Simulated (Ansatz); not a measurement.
System: WO₂, charge 0, multiplicity 1. 
Structure (B3LYP-D3(BJ)/def2-TZVP (Ansatz, a quantum-chemistry and plane-wave program) minimum search):
```
W
O 1 1.6888
O 1 1.6888 2 104.54
```

Total electronic energies in hartree. Cores are frozen in the correlated levels unless marked. Spin-orbit coupling is left out. Frozen are the shells of the preceding noble gas and the d and f shells that filled before the atom's block. Past Kr the def2 sets carry scalar-relativistic core potentials. Basis-set limits of correlation are two-point, X^-3; Hartree-Fock from the larger set. [CCSD(T)-MP2]/basis is that difference in the basis named.

The Hartree-Fock reference is unstable (checked in the largest basis), which strains HF and MP2. The T1 diagnostic of CCSD in the largest basis is 0.035, which is high, so the coupled-cluster rows are less sure than usual.

```csv
level,program,energy (Eh)
HF/def2-TZVPPD,Ansatz,-216.15319
RI-HF/def2-TZVPP,Ansatz,-216.15212
RI-HF/def2-QZVPP,Ansatz,-216.16035
RI-HF/def2-QZVPPD,Ansatz,-216.16051
SVWN5/def2-TZVPD,Ansatz,-216.48512
PBE/def2-TZVPD,Ansatz,-217.53707
r2SCAN-D3(BJ)/def2-TZVPD,Ansatz + dftd3,-217.59348
B97M-V/def2-TZVPD,Ansatz,-217.57521
PBE0-D3(BJ)/def2-TZVP,Ansatz + dftd3,-217.44804
PBE0-D4/def2-TZVPD,Ansatz + dftd4,-217.44954
HSE06-D3(BJ)/def2-TZVPD,Ansatz + dftd3,-217.44270
LC-wPBE/def2-TZVPD,Ansatz,-217.52269
B2GP-PLYP-D4/def2-TZVPD,Ansatz + dftd4,…
B2PLYP-D3(BJ)/def2-TZVPD,Ansatz + dftd3,-217.35737
RPA@PBE/def2-TZVPP,Ansatz,-217.14695
MP2/def2-SVP,Ansatz,-216.55257
MP2/def2-QZVPP,Ansatz,-216.94893
"MP2/CBS(def2-TZVPP,def2-QZVPP)",Ansatz,-216.9825
SCS-MP2/def2-QZVPP,Ansatz,-216.91464
SCS-MP2/def2-QZVPPD,Ansatz,-216.91555
CCSD/def2-QZVPPD,Ansatz,-216.88851
"RI-MP2/CBS(def2-TZVPPD,def2-QZVPPD)+[CCSD(T)-MP2]/def2-SVPD",Ansatz,-216.9746
"CCSD(T)/CBS(def2-TZVPPD,def2-QZVPPD)",Ansatz,-216.9732
```

### Question
Fill in the missing entries.

### Answer

- B2GP-PLYP-D4/def2-TZVPD, energy (Eh): -217.27177
